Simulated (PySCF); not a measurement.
Cd(Cl)(Et) (C2H5CdCl), SMILES [Cd]([CH2]C)[Cl].

Coordinates come from a B3LYP-D3(BJ)/def2-SVP optimisation. The structure was generated by enumeration; whether it is a known compound was not checked. The def2 effective core potentials stand for the cores of Cd; spin–orbit coupling is left out. The values are those of a single conformer.

These are PySCF with PBE/def2-TZVP values and carry that method's errors.

Isolated molecule, no solvent.

Computed frontier levels, gap, dipole moment and polarisability:
```json
{
  "highest_occupied_level": "-6.66 eV",
  "lowest_empty_level": "-1.76 eV",
  "orbital_gap": "4.89 eV",
  "dipole_moment": "3.55 D",
  "quadrupole, principal values (traceless, Buckingham form, about the centre of nuclear charge)": "-8.74, 4.12, 4.62 D·Å",
  "mean_static_polarisability": "71.9 bohr³ (10.66 Å³)",
  "polarisability_principal_values": "52.2, 55.5, 108.0 bohr³"
}
```
